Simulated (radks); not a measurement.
Mo VII, 36 electrons, occupied as [Ar] 3d10 4s2 4p5 4d1 (not the ground configuration).

Method: scalar-relativistic Kohn-Sham, LDA (Slater exchange, Perdew-Wang correlation), spin-polarised, spherical densities, finite nucleus; open shells are filled with parallel spins first (spin-orbit coupling, left out, can overturn this in heavy ions); Fermi nuclear charge, rms radius 4.4091 fm; computed with a radial shooting solver on a logarithmic mesh with Libxc functionals.

Energy parts (eV):
total: -109800.972
kinetic: 113190.536
electron-nucleus: -261572.672
Hartree: 41748.365
exchange-correlation: -3167.200

Orbitals (lengths in bohr, moments of r in powers of bohr; <r^-3> diverges for s and p1/2):
orbital  occ.  eigenvalue (eV)  <r^-3>
1s up       1        -19884.54       -
1s down     1        -19884.33       -
2s up       1        -2886.431       -
2s down     1        -2886.099       -
2p up       3        -2591.981    2548
2p down     3        -2591.638    2549
3s up       1        -563.8630       -
3s down     1        -563.4768       -
3p up       3        -467.3536   425.8
3p down     3        -466.9296   425.9
3d up       5        -309.9167   56.69
3d down     5        -309.4298   56.74
4s up       1        -147.3568       -
4s down     1        -145.2111       -
4p up       3        -119.7783   72.06
4p down     2        -117.6193   72.18
4d up       1         -78.6125   7.215
4d down     0         -76.5808   7.137

The highest occupied level is 4d up at -78.612 eV. The electron density at the nucleus is 9.229e+04 e/bohr^3 (large components only). The density falls to 0.001 e/bohr^3 at r = 2.68 bohr.
